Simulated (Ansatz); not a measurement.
Stretching the Si2–O1 bond in H4OSi (SMILES O[SiH3]) (multiplicity 1 held, fragments rigid). Energies count from the point at 1.653 Å.
Geometry at that point (charge 0, multiplicity 1):
```csv
atom,x (Å),y (Å),z (Å)
O,1.0387,-0.3347,-0.2562
Si,-0.5088,0.1297,0.0921
H,1.7621,0.0911,0.2094
H,-0.8430,-0.1066,1.5186
H,-1.3792,-0.6922,-0.7709
H,-0.7258,1.5694,-0.1959
```

Unrestricted levels (U-) break spin symmetry where that is lower. Active spaces are followed from a long bond inwards. Levels need not reach the same state.

Correlated levels freeze the cores.

Run with Ansatz (Gaussian orbitals). Values without a source in brackets are computed.

Estimate the energy at R = 5.289 Å that U-HF/cc-pV(D+d)Z returns for this input.

367 kJ/mol

Doubts at one or more of the structures used: a spin-contaminated determinant (U-HF/cc-pV(D+d)Z).

Ansatz is a quantum-chemistry and plane-wave program.
